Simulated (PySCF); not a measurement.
CNO (SMILES N#C[O]), doublet, geometry from GFN2-xTB, atoms displaced at random by about 0.03 Å a coordinate; B3LYP/6-31G, gradient by finite differences run with PySCF.

The PySCF input:
```python
from pyscf import gto, scf, dft

mol = gto.M(
    atom='''
O    -0.02260560    0.01019641   -1.12013129
C     0.07117162    0.01503514    0.01192579
N     0.00081245   -0.03667879    1.28455086
''',
    basis='6-31g',
    spin=1,
    verbose=4,
)

mf = dft.UKS(mol)
mf.xc = 'b3lyp'
mf.conv_tol = 1e-11
mf.kernel()
scan, done = mf.as_scanner(), []
scan.scf_summary = {}
def energy(d):
    c = mol.atom_coords()
    c[0, 2] += d
    e = scan(mol.set_geom_(c, unit='Bohr', inplace=False))
    done.append(scan.converged)
    return e
h = 0.05
fd = (energy(h) - energy(-h)) / (2 * h)
print('dE/dx =', fd)
```

**Question.** Predict the main parts of the log of this PySCF run.

**Answer.** 
```
PySCF version 2.14.0

[INPUT] verbose = 4
[INPUT] num. atoms = 3
[INPUT] num. electrons = 21
[INPUT] charge = 0
[INPUT] spin (= nelec alpha-beta = 2S) = 1
[INPUT] symmetry False subgroup None
[INPUT] Mole.unit = angstrom
[INPUT] Symbol           X                Y                Z      unit          X                Y                Z       unit  Magmom
[...]
nuclear repulsion = 52.104472154448
number of shells = 15
number of NR pGTOs = 66
number of NR cGTOs = 27
basis = 6-31g
ecp = {}

******** <class 'pyscf.dft.uks.UKS'> ********
method = UKS
initial guess = minao
damping factor = 0
level_shift factor = 0
DIIS = <class 'pyscf.scf.diis.CDIIS'>
diis_start_cycle = 1
diis_space = 8
diis_damp = 0
SCF conv_tol = 1e-11
SCF conv_tol_grad = None
SCF max_cycles = 50
direct_scf = True
direct_scf_tol = 1e-13
number electrons alpha = 11  beta = 10
XC library pyscf.dft.libxc version 7.1.2
    S. Lehtola, C. Steigemann, M. J. T. Oliveira, and M. A. L. Marques,  SoftwareX 7, 1–5 (2018)
XC functionals = b3lyp
    P. J. Stephens, F. J. Devlin, C. F. Chabalowski, and M. J. Frisch,  J. Phys. Chem. 98, 11623 (1994)
radial grids:
    Treutler-Ahlrichs [JCP 102, 346 (1995); DOI:10.1063/1.469408] (M4) radial grids

becke partition: Becke, JCP 88, 2547 (1988); DOI:10.1063/1.454033
pruning grids: <function nwchem_prune>
grids dens level: 3
symmetrized grids: False
atomic radii adjust function: <function treutler_atomic_radii_adjust>
small_rho_cutoff = 0
Set gradient conv threshold to 3.16228e-06
tot grids = 42104
init E= -168.400474111828

cycle= 1 E= -167.825518027164  delta_E= 0.575  |g|= 0.477  |ddm|= 1.61
cycle= 2 E= -167.338130696027  delta_E= 0.487  |g|= 1.22  |ddm|= 1.11
cycle= 3 E= -167.899801099945  delta_E= -0.562  |g|= 0.222  |ddm|= 0.835
cycle= 4 E= -167.923905249811  delta_E= -0.0241  |g|= 0.0441  |ddm|= 0.211
cycle= 5 E= -167.92486255231  delta_E= -0.000957  |g|= 0.0116  |ddm|= 0.0311
cycle= 6 E= -167.924982788279  delta_E= -0.00012  |g|= 0.00261  |ddm|= 0.019
cycle= 7 E= -167.924993798936  delta_E= -1.1e-05  |g|= 0.000323  |ddm|= 0.00668
cycle= 8 E= -167.92499402101  delta_E= -2.22e-07  |g|= 7.78e-05  |ddm|= 0.00105
cycle= 9 E= -167.924994032085  delta_E= -1.11e-08  |g|= 2.76e-05  |ddm|= 0.000211
cycle= 10 E= -167.924994033583  delta_E= -1.5e-09  |g|= 1e-05  |ddm|= 7.41e-05
cycle= 11 E= -167.924994033927  delta_E= -3.44e-10  |g|= 2.6e-06  |ddm|= 4.55e-05
cycle= 12 E= -167.92499403395  delta_E= -2.29e-11  |g|= 6.08e-07  |ddm|= 1.3e-05
[...]
converged SCF energy = -167.924994033951  <S^2> = 0.76056013  2S+1 = 2.0105324
converged SCF energy = -167.916658897646  <S^2> = 0.75889007  2S+1 = 2.0088704
[...]
   3 N      0.000812450000  -0.036678790000   1.284550860000 AA    0.001535307990  -0.069312867680   2.427449318475 Bohr

******** <class 'pyscf.scf.hf.UKS_Scanner'> ********
method = UKS_Scanner
initial guess = minao
damping factor = 0
level_shift factor = 0
DIIS = <class 'pyscf.scf.diis.CDIIS'>
diis_start_cycle = 1
diis_space = 8
diis_damp = 0
SCF conv_tol = 1e-11
SCF conv_tol_grad = None
SCF max_cycles = 50
direct_scf = True
direct_scf_tol = 1e-13
number electrons alpha = 11  beta = 10
XC library pyscf.dft.libxc version 7.1.2
    S. Lehtola, C. Steigemann, M. J. T. Oliveira, and M. A. L. Marques,  SoftwareX 7, 1–5 (2018)
XC functionals = b3lyp
    P. J. Stephens, F. J. Devlin, C. F. Chabalowski, and M. J. Frisch,  J. Phys. Chem. 98, 11623 (1994)
radial grids:
    Treutler-Ahlrichs [JCP 102, 346 (1995); DOI:10.1063/1.469408] (M4) radial grids

becke partition: Becke, JCP 88, 2547 (1988); DOI:10.1063/1.454033
pruning grids: <function nwchem_prune>
grids dens level: 3
symmetrized grids: False
atomic radii adjust function: <function treutler_atomic_radii_adjust>
small_rho_cutoff = 0
Set gradient conv threshold to 3.16228e-06
tot grids = 42104
init E= -167.859660991095
cycle= 1 E= -167.92599371631  delta_E= -0.0663  |g|= 0.0893  |ddm|= 0.128
cycle= 2 E= -167.900392938073  delta_E= 0.0256  |g|= 0.253  |ddm|= 0.261
cycle= 3 E= -167.929894094876  delta_E= -0.0295  |g|= 0.0227  |ddm|= 0.181
cycle= 4 E= -167.930112524308  delta_E= -0.000218  |g|= 0.00825  |ddm|= 0.0205
cycle= 5 E= -167.930140287545  delta_E= -2.78e-05  |g|= 0.00168  |ddm|= 0.0056
cycle= 6 E= -167.93014367843  delta_E= -3.39e-06  |g|= 0.00055  |ddm|= 0.00283
cycle= 7 E= -167.930144575665  delta_E= -8.97e-07  |g|= 0.000131  |ddm|= 0.00229
cycle= 8 E= -167.930144585952  delta_E= -1.03e-08  |g|= 2.3e-05  |ddm|= 0.000181
cycle= 9 E= -167.930144586402  delta_E= -4.49e-10  |g|= 3.37e-06  |ddm|= 3.75e-05
cycle= 10 E= -167.930144586431  delta_E= -2.98e-11  |g|= 9.59e-07  |ddm|= 1.2e-05
cycle= 11 E= -167.930144586446  delta_E= -1.42e-11  |g|= 7.69e-07  |ddm|= 9.47e-06
cycle= 12 E= -167.93014458646  delta_E= -1.41e-11  |g|= 7.48e-07  |ddm|= 1.09e-05
cycle= 13 E= -167.930144586468  delta_E= -8.24e-12  |g|= 7.46e-07  |ddm|= 5.69e-06
Extra cycle  E= -167.930144586476  delta_E= -8.19e-12  |g|= 7.45e-07  |ddm|= 6.45e-06
converged SCF energy = -167.930144586476  <S^2> = 0.76254646  2S+1 = 2.0125073
dE/dx = 0.1348568882986001
```
